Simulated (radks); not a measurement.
Values are calculated unless marked as measured or tabulated.
Task: Cd4+, configuration [Kr] 4d7 5p1 (not the ground configuration). Level of theory: Dirac Kohn-Sham, PBE, spin-unpolarised, spherical densities, finite nucleus; open shells are shared between the two j in proportion to 2j + 1; Fermi nuclear charge, rms radius 4.6087 fm (a radial shooting solver on a logarithmic mesh with Libxc functionals).

Spin-orbit splittings of the eigenvalues, e(l+1/2) - e(l-1/2), with zeta = 2 splitting/(2l+1) and mean radii in bohr:

shell  occ.  splitting (eV)  zeta (eV)  <r> j=l-1/2  <r> j=l+1/2
2p        6           192.4      128.3       0.1112       0.1164
3p        6           34.40      22.94       0.3493       0.3603
3d       10           6.996      2.798       0.3324       0.3359
4p        6               ?          ?       0.9167       0.9438
4d        7          0.8772     0.3509        1.117        1.128
4f        0         0.01611   0.004604        2.524        2.528
5p        1          0.9635     0.6424        2.330        2.386
5d        0          0.1285    0.05140        3.088        3.105
6p        0          0.3424     0.2283        4.467        4.541

Estimate the 4p splitting.

Result: 6.135 eV (zeta = 4.090 eV).
